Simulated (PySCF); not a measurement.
A calculated (M06-2X, PySCF 2.14, aug-cc-pVDZ-DK, scalar relativity by spin-free X2C-1e) atom or ion has these occupied shells.

```tsv
shell	electrons	orbital energy (eV)	rms radius, mean of both spins (bohr)
1s α	1	-2467.9	0.112
1s β	1	-2467.1	0.112
2s α	1	-239.14	0.519
2s β	1	-238.83	0.519
2p α	3	-181.37	0.492
2p β	3	-180.45	0.492
3s α	1	-33.140	1.78
3s β	1	-28.310	1.78
3p α	3	-20.549	2.03
```

**Question.** Name the element and its charge.

**Answer.** S+ (sulfur, charge +1), in [Ne] 3s2 3p3, high-spin 4S determinant.
